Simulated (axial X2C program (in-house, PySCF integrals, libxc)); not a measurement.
## TaH⁺: cheaper levels and CCSD(T), two-component

All values were computed with an in-house all-electron X2C program for linear molecules (integrals from PySCF). Two-component (2c) means X2C with spin–orbit coupling and atomic mean-field two-electron Coulomb and Gaunt terms. Basis: Ta dyall-cv3z [13s14p9d7f4g], H dyall-v3z [6s2p1d] (cores contracted in-house); Gaussian nuclei, density fitting, unrestricted open shells. Masses: Ta 180.948 u, H 1.008 u.

State: Ω = 3/2 (⟨Sz⟩ = -1.48, ⟨Lz⟩ = 2.98 at HF); fragments Ta+ + H.

| level | Re (Å) | ωe (cm⁻¹) |
| --- | --- | --- |
| PBE0 | 1.718 | 1971.3 |
| HF | 1.740 | 1957.1 |
| MP2 | 1.723 | 2017.9 |
| CCSD | 1.736 | 1944.7 |
| B97-3 | 1.723 | 1947.6 |

Correlated methods: 5 electrons correlated (number of frozen shells: Ta 5 s, 4 p, 2 d, 1 f; H none), 249 virtual spin orbitals or spinors in MP2, 65 natural virtuals in coupled cluster.

CCSD(T), same Hamiltonian and basis:

Re = 1.737 Å, ωe = 1939.2 cm⁻¹; T1 = 0.022 (Lee–Taylor normalisation).

Problem. Give the differences from CCSD(T) in the columns below.

Solution. 

```csv
level,ΔRe (Å),Δωe (cm⁻¹)
PBE0,-0.019,32
HF,0.003,18
MP2,-0.014,79
CCSD,-0.001,6
B97-3,-0.014,8
```

The state is one determinant whose occupation by symmetry is held fixed; it was picked as the lowest of a PBE0 search that is not exhaustive. De is not given where an atomic determinant may have missed its ground term or J level, or where the truncated virtual space spoils (T). Density functionals use the spin component along the axis (collinear). CCSD and (T) use frozen natural virtuals with an MP2 correction for the truncation; (T) itself is uncorrected, so its De runs slightly low. The functionals have no current-density term, which raises determinants with orbital currents, atoms included. With several unpaired electrons one determinant need not be a pure state. The outer-core s and p shells of the metal are frozen in the correlated rows, which leaves out core–valence correlation; for alkali and alkaline-earth bonds that tends to lengthen them. With the outer-core shells frozen, correlated bond lengths of heavy atoms tend to come out a few hundredths of an ångström too long. The lowest spin-free determinant has another configuration (M_S = 3/2, Λ = 0), so the order of states is uncertain and this need not be the ground state.
